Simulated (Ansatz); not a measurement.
Consider the ligand exchange at a Cd–O bond: `[SiH3][O][Cd][Cl]` + CH₃SH → `C[S][Cd][Cl]` + silanol.

Program: Ansatz. Geometries: PBE0-D4/def2-TZVP. ΔE: electronic, gas phase. CCSD(T)/CBS is the MP2 limit (def2-TZVPP, def2-QZVPP) plus CCSD(T) − MP2 in def2-TZVPP, frozen cores. This one scheme is used for every species. Functionals use def2-TZVPP. B3LYP here is the variant with VWN-RPA as its local correlation; programs differ in this. def2 core potentials past Kr. For Cd outer-core shells are correlated without core-valence functions, which leaves a few kJ/mol of doubt a bond. Each species was taken in one conformer, which may not be the lowest.

`[SiH3][O][Cd][Cl]`:

Cartesian coordinates in Å:
```
Si -0.206 -1.094 0.591
O -0.687 0.387 0.120
Cd 0.114 1.848 -0.898
Cl 0.944 3.594 -2.059
H 1.016 -1.035 1.447
H -1.300 -1.731 1.373
H 0.118 -1.970 -0.574
```

CH₃SH:

```xyz
6

C     0.363   -0.288   -0.163
S    -0.999    0.173    0.930
H     0.027   -0.406   -1.192
H     0.727   -1.251    0.196
H     1.178    0.432   -0.111
H    -1.296    1.341    0.340
```

`C[S][Cd][Cl]`:

```xyz
7

C     0.397    1.049    0.601
S    -0.659    0.817   -0.866
Cd   -0.734   -1.495   -1.088
Cl   -0.829   -3.762   -1.337
H     1.402    0.659    0.446
H     0.465    2.127    0.749
H    -0.042    0.606    1.494
```

`O[SiH3]`:

Cartesian coordinates in Å:
```
O 1.250 0.186 0.214
Si -0.311 -0.174 -0.171
H 1.404 0.879 0.857
H -1.079 -0.631 1.020
H -0.242 -1.262 -1.172
H -1.020 1.001 -0.748
```

```csv
level,ΔE (kJ/mol)
LDA (SPW92),-66.8
BLYP-D4,-55.9
PBE0-D4,-63.9
B3LYP-D4,-57.5
MP2/def2-SVP,-46.3
HF/def2-TZVPP,-50.9
MP2/def2-QZVPP,-59.3
SCS-MP2/def2-QZVPP,-52.5
```

Problem. What does CCSD(T)/CBS give? (Best estimate.)

Solution. Ansatz gave: -56.9 kJ/mol. The listed levels differ from it by -9.9, 1.0, -7.0, -0.6, 10.6, 6.0, -2.4, 4.4 kJ/mol.

Largest T1 diagnostic among the species: 0.014.

At CCSD(T), def2-SVP lies +13.9 kJ/mol from the extrapolated value and def2-TZVPP +7.1 kJ/mol. Leaving LDA and LC-ωPBE aside and taking each functional with its dispersion term where it has one, the values, not all of them listed here, spread over 13.1 kJ/mol, from HSE06-D4 to ωB97X-V. LDA lies −4.5 kJ/mol from PBE without D4.
